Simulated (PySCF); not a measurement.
C3H10OSi, charge -1, doublet, geometry from GFN2-xTB (a state made from the parent by changing its charge; the spin is typed, not shown lowest) (in this run its highest filled SCF level lies above zero, so its values depend strongly on the basis, on diffuse functions most of all). Base run: PBE/6-31G in PySCF.

The PySCF input:
```python
from pyscf import gto, scf, dft, solvent

mol = gto.M(
    atom='''
C     0.26329252    1.60152059   -1.28818191
Si   -0.12256806   -0.09362688   -0.29878124
C    -0.73497210   -1.88498429    0.48260144
C     1.69134369   -0.29732664    0.37138587
O    -1.09767900    0.80243122    0.78733043
H     0.97477700    1.44284371   -2.09965585
H     0.68786273    2.35695797   -0.62367313
H    -0.63781533    2.02915562   -1.72543099
H    -0.52547048   -1.95067446    1.55745234
H    -0.23917365   -2.73426098    0.01232306
H    -1.81029327   -2.03579969    0.35811358
H     2.42319373    0.07611556   -0.34424423
H     1.84613554    0.25946419    1.29965592
H     1.94411313   -1.33707559    0.57716363
H    -1.48392938    0.26934240    1.47775701
''',
    basis='6-31g',
    charge=-1,
    spin=1,
    verbose=4,
)

mf = dft.UKS(mol)
mf.xc = 'pbe'
mf.kernel()
```

The base run was repeated with changes; each row names its change, and settings that it needs were set with it.

```csv
change,ΔE vs base (kJ/mol)
base,0.00
model = IEF-PCM; solvent = acetonitrile,-228.4
model = IEF-PCM; solvent = dimethylsulfoxide; r_probe = 0.5,-193.6
model = IEF-PCM; solvent = dimethylsulfoxide; vdw_scale = 1.4,-204.0
model = IEF-PCM; solvent = dimethylsulfoxide; vdw_scale = 1.0,-256.0
model = C-PCM; solvent = dimethylsulfoxide,-230.6
model = SS(V)PE; solvent = dimethylsulfoxide,-212.9
model = IEF-PCM; solvent = tetrahydrofuran,-201.0
model = IEF-PCM; solvent = 2-propanol,-222.2
model = COSMO; solvent = dimethylsulfoxide,-228.1
model = ddCOSMO; solvent = dimethylsulfoxide,-223.3
model = IEF-PCM; solvent = dimethylsulfoxide; lebedev_order = 11,-225.2
```

The base is the gas phase, so ΔE is the electrostatic part of solvation at a fixed geometry, without cavity and dispersion terms.

Open shells are given as the SCF converged; they aren't shown to be the lowest states, and a large step between rows can be another state.

The gas-phase anion may not be bound at this level, which the solvent then changes.
